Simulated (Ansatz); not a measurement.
`[NH2][In]([SH])[Br]` + NH₃ → `[NH2][In]([NH2])[SH]` + HBr  (ligand exchange at the In–Br bond)

Gas-phase electronic energies from Ansatz, PBE0-D4/def2-TZVP geometries. CBS: MP2 limit from def2 TZ/QZ plus the TZ coupled-cluster correction, frozen cores. This one scheme is used for every species. DFT in def2-TZVPP. HSE06 is defined as in plane-wave codes. Elements past krypton have def2 core potentials. For Br, In outer-core shells are correlated without core-valence functions, which leaves a few kJ/mol of doubt a bond. Scalar relativity is left out up to krypton. One conformer a species, not always the lowest.

`[NH2][In]([SH])[Br]`:

Z-matrix (Å, degrees):
```
N
In 1 2.006
H 1 1.010 2 116.9
H 1 1.010 2 115.5 3 -131.1
S 2 2.366 1 125.4 3 -30.4
Br 2 2.468 1 116.9 3 155.8
H 5 1.344 2 92.2 1 -175.6
```

NH₃:

Cartesian coordinates in Å:
```
N -0.197 -0.185 0.080
H -0.559 0.483 -0.589
H 0.161 0.345 0.865
H 0.595 -0.643 -0.356
```

`[NH2][In]([NH2])[SH]`:

```xyz
9

N    -0.597    1.262   -1.130
In    0.088   -0.059    0.238
N     0.213   -2.027   -0.197
S     0.765    0.679    2.401
H    -0.492    0.992   -2.098
H    -0.281    2.215   -1.027
H     0.201   -2.660    0.590
H    -0.422   -2.373   -0.902
H     0.524    1.971    2.125
```

HBr:

Z-matrix (Å, degrees):
```
Br
H 1 1.420
```

```json
{"level": "PBE-D4", "ΔE (kcal/mol)": "32.1", "difference from CCSD(T)/CBS": "0.0"}
{"level": "r2SCAN-D4", "ΔE (kcal/mol)": "33.4", "difference from CCSD(T)/CBS": "1.3"}
{"level": "B97M-V", "ΔE (kcal/mol)": "33.7", "difference from CCSD(T)/CBS": "1.6"}
{"level": "r2SCANh-D4", "ΔE (kcal/mol)": "33.8", "difference from CCSD(T)/CBS": "1.7"}
{"level": "HSE06-D4", "ΔE (kcal/mol)": "33.7", "difference from CCSD(T)/CBS": "1.6"}
{"level": "BHLYP-D4", "ΔE (kcal/mol)": "35.1", "difference from CCSD(T)/CBS": "3.0"}
{"level": "CAM-B3LYP-D4", "ΔE (kcal/mol)": "32.0", "difference from CCSD(T)/CBS": "-0.1"}
{"level": "ωB97X-V", "ΔE (kcal/mol)": "32.4", "difference from CCSD(T)/CBS": "0.3"}
{"level": "PBE", "ΔE (kcal/mol)": "32.0", "difference from CCSD(T)/CBS": "-0.1"}
{"level": "BLYP", "ΔE (kcal/mol)": "31.5", "difference from CCSD(T)/CBS": "-0.6"}
{"level": "CAM-B3LYP", "ΔE (kcal/mol)": "31.8", "difference from CCSD(T)/CBS": "-0.3"}
{"level": "MP2/def2-SVP", "ΔE (kcal/mol)": "33.7", "difference from CCSD(T)/CBS": "1.6"}
{"level": "CCSD/def2-SVP", "ΔE (kcal/mol)": "33.3", "difference from CCSD(T)/CBS": "1.2"}
{"level": "SCS-MP2/def2-TZVPP", "ΔE (kcal/mol)": "31.6", "difference from CCSD(T)/CBS": "-0.5"}
{"level": "MP2/def2-QZVPP", "ΔE (kcal/mol)": "32.3", "difference from CCSD(T)/CBS": "0.2"}
{"level": "MP2/CBS(def2)", "ΔE (kcal/mol)": "32.7", "difference from CCSD(T)/CBS": "0.6"}
{"level": "CCSD(T)/CBS", "ΔE (kcal/mol)": "32.1", "difference from CCSD(T)/CBS": "0"}
```

Largest T1 diagnostic among the species: 0.014.

From r2SCAN to r2SCAN0 (25 % exact exchange), in def2-TZVPP and without D4, ΔE moves by +1.0 kcal/mol. Leaving LDA and LC-ωPBE aside and taking each functional with its dispersion term where it has one, the values, not all of them listed here, spread over 3.5 kcal/mol, from BLYP-D4 to BHLYP-D4. LDA lies −1.5 kcal/mol from PBE without D4.
